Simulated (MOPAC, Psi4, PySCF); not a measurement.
Two rigid molecules brought together: C2H6 ··· O2S (SMILES CC and O=S=O). Monomers: optimised at B3LYP-D3(BJ) (def2-TZVP), held rigid. Orientation: lowest of the rigid-body minima from ten starts at GFN2-xTB. R is the distance of the centres of mass, along which the second monomer moves. The table gives interaction energies.

| R / Å | A | B | C |
|---|---|---|---|
| 2.74 | 28.29 | 6.60 | 18.04 |
| 2.93 | 15.99 | 2.59 | 9.53 |
| 3.15 | 7.91 | 0.77 | 4.25 |
| 3.34 | 4.15 | 0.33 | 1.92 |
| 3.51 | 2.25 | 0.27 | 0.80 |
| 3.70 | 1.08 | 0.27 | 0.14 |
| 4.02 | 0.26 | 0.22 | -0.26 |
| 4.32 | 0.02 | 0.13 | -0.30 |
| 4.83 | -0.04 | 0.02 | -0.19 |
| 5.53 | -0.01 | -0.02 | -0.06 |
| 6.52 | 0.00 | -0.01 | 0.00 |
| 7.86 | 0.00 | -0.01 | 0.00 |

Energies in kcal/mol.

Question: Match the curves with the methods MOPAC 23.2.5 with AM1, restricted, heats of formation; PBE/def2-TZVP, counterpoise-corrected in Psi4; restricted Hartree-Fock/6-31G*, spherical d, no counterpoise correction in PySCF.

Answer: A is RHF/6-31G*; B is AM1; C is PBE/def2-TZVP.
